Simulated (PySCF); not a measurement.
Geometries of 2 isomers of CH7FO2Si2, from PBE0-D3(BJ)/def2-SVP geometry optimisation, gas phase (PySCF 2.14.0). One conformer each, no zero-point energy, no frequencies.

Task: Which isomer lies lower at this level?
A.
```xyz
13
angstrom
C     -2.445   -0.763   -0.204
O     -1.135   -0.336    0.060
Si    -0.480    1.121   -0.317
F     -0.770    1.412   -1.882
O      1.125    1.011   -0.059
Si     2.350   -0.123   -0.071
H     -2.688   -0.696   -1.278
H     -3.190   -0.171    0.357
H     -2.542   -1.813    0.108
H     -1.052    2.247    0.446
H      2.234   -0.998   -1.273
H      2.280   -0.956    1.164
H      3.642    0.615   -0.107
```
B.
```xyz
13
angstrom
C     -2.019   -0.399    0.151
Si    -0.624    0.824    0.045
O      0.134    1.091    1.498
O      0.508    0.198   -1.029
Si     2.019   -0.389   -0.783
F      2.016   -1.104    0.689
H     -2.817   -0.034    0.815
H     -2.451   -0.577   -0.846
H     -1.660   -1.365    0.541
H     -1.056    2.155   -0.444
H      0.590    0.333    1.882
H      2.325   -1.430   -1.794
H      3.040    0.686   -0.736
```

Result: B. That is `C[Si@@H](O)O[SiH2]F`, 21.1 kcal/mol below the other.

```csv
SMILES,atoms numbered as above,E (Eh),relative (kcal/mol),relative (kJ/mol),dipole (D)
C[Si@@H](O)O[SiH2]F,[CH3:1][Si@@H:2]([OH:3])[O:4][SiH2:5][F:6],-870.84780,0.0,0.0,1.18
CO[Si@H](F)O[SiH3],[CH3:1][O:2][Si@H:3]([F:4])[O:5][SiH3:6],-870.81425,21.1,88.1,1.49
```

As drawn, the lower has an O–H bond and an Si–C bond, which the higher lacks.
